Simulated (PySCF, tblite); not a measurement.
Calculations on `C(/O[C]=O)=C\C(F)(F)F` [radical], in the order of a workflow; each names the level of the geometry that it ran on. Settings lines and outputs come from a driver script.

Species: C4H2F3O2 (doublet state).
SMILES with atom numbers: `[O:1]=[C:2][O:3]/[CH:4]=[CH:5]/[C:6]([F:7])([F:8])[F:9]` (hydrogens: H10 on C4; H11 on C5)

Step 1: GFN2-xTB geometry optimisation, gas phase (tblite 0.8.0) (from a force-field or distance-geometry start)
```json
{"job": {"kind": "relax", "xc": "GFN2-xTB", "basis": "xTB"}, "charge": 0, "multiplicity": 2}
```
```
step      E/eV     max force
  0    -865.02067    5.111
  1    -865.27272    6.065
  2    -865.50431    1.210
...
110    -865.73964    0.012
111    -865.73967    0.020
112    -865.73970    0.035
113    -865.73973    0.010
114    -865.73973    0.009
```

Energy lowered by 16.6 kcal/mol over 114 steps; largest atomic force 0.009 eV/Å at the end. «max force» is the largest atomic force in eV/Å.

Step 2: GFN2-xTB harmonic vibrations, gas phase (tblite 0.8.0) (on the GFN2-xTB geometry)
```json
{"job": {"kind": "ir", "xc": "GFN2-xTB", "basis": "xTB"}, "charge": 0, "multiplicity": 2}
```
```
(table of modes left out)
```

27 modes from 23 to 3095 cm⁻¹ (unscaled, harmonic); zero-point energy 35.1 kcal/mol; all wavenumbers are real at this level.

Step 3: UKS B3LYP, pcH-1 on C F H O, non-relativistic, mean-field spin-orbit, GIAO (PySCF 2.14.0) (on the GFN2-xTB geometry)
```json
{"job": {"kind": "epr", "basis": "pcH-1"}, "charge": 0, "multiplicity": 2}
```
```
...
E = -603.55198903 Eh   <S^2> = 0.7531 (exact 0.7500)
g shifts (ppm)      1          2          3
  rmc          -247       -247       -247
  gc             54         23       -184
  oz_so       -4313       -420       2138
  total       -4506       -644       1708
hyperfine (MHz)  atom isotope    a_iso     a_fc   dipolar eigenvalues
    0   17O     -56.01     -56.01   -100.12     45.41     54.71
    1   13C     654.06     654.06    -53.00    -43.76     96.77
    2   17O    -263.60    -263.60    -19.09      8.21     10.88
    3   13C      47.69      47.69     -6.86     -4.52     11.38
    4   13C       5.82       5.82     -3.27      0.84      2.43
    5   13C      10.53      10.53     -0.89     -0.81      1.69
    6   19F      -0.68      -0.68     -0.70     -0.62      1.32
    7   19F      -0.20      -0.20     -1.44     -0.18      1.62
    8   19F      -0.68      -0.68     -0.69     -0.62      1.31
    9    1H      11.58      11.58     -3.62     -1.66      5.28
   10    1H       8.86       8.86     -4.61     -1.55      6.15
```

⟨S²⟩ 0.753; g_iso 2.0012. rmc, gc and oz_so are the mass-correction, gauge-correction and orbital-Zeeman/spin–orbit parts of the g shift along its three principal axes; a_iso is the isotropic hyperfine coupling and a_fc its Fermi-contact part. The log counts atoms from 0, this text from 1.

Problem. Which step took the most CPU time, and about what did each take on one thread of an Arm Neoverse V1, on a shared host?

Solution. Step 3, about 98 % of the total. CPU time by step: 1: 0.6 s, 2: 0.27 s, 3: 53 s.

Geometry of the electronic-property runs (GFN2-xTB):
```
atom  x, y, z in Å
O1     0.8814    0.6064    2.6356
C2     1.8483    0.4832    1.9491
O3     2.0483    0.2128    0.6949
C4     1.0223   -0.0153   -0.2058
C5    -0.2733    0.0066    0.0637
C6    -1.3013   -0.2551   -0.9923
F7    -2.0697   -1.3107   -0.6857
F8    -0.7697   -0.5031   -2.1968
F9    -2.1311    0.7873   -1.1450
H10    1.4296   -0.2197   -1.1876
H11   -0.6793    0.2103    1.0439
```

 (This holds for the electronic-property runs.)

One conformer stands for the species.
